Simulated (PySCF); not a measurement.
Job for PySCF: R-BP86/6-31G* on BFH4N2 (SMILES NB(N)F), a point of a torsion scan.

```python
from pyscf import gto, scf, dft, mp
from pyscf.data.elements import chemcore

mol = gto.M(
    atom='''
    N     1.15103124   -0.52599600    0.22969928
    B     0.13641379    0.39248787   -0.24144094
    N    -1.18649673    0.01387248   -0.42585492
    F     0.43808449    1.69225286   -0.45295492
    H     1.22919964   -0.62295122    1.22968606
    H     2.07225910   -0.24630607   -0.08854253
    H    -1.89339730    0.65398347   -0.74055753
    H    -1.50685382   -0.92819603   -0.30352197
    ''',
    basis='6-31g*',
    cart=True,
    charge=0, spin=0, verbose=3, max_memory=1800)
mf = dft.RKS(mol, xc='b88,p86')
mf.conv_tol = 1e-8
mf.max_cycle = 100
mf.kernel()
if not mf.converged:
    mf = mf.newton().run(mf.mo_coeff, mf.mo_occ)
```

Program output:

```
converged SCF energy = -236.715999492061
```

The calculation finished and met its thresholds.

Cost: very roughly 6 core-seconds.
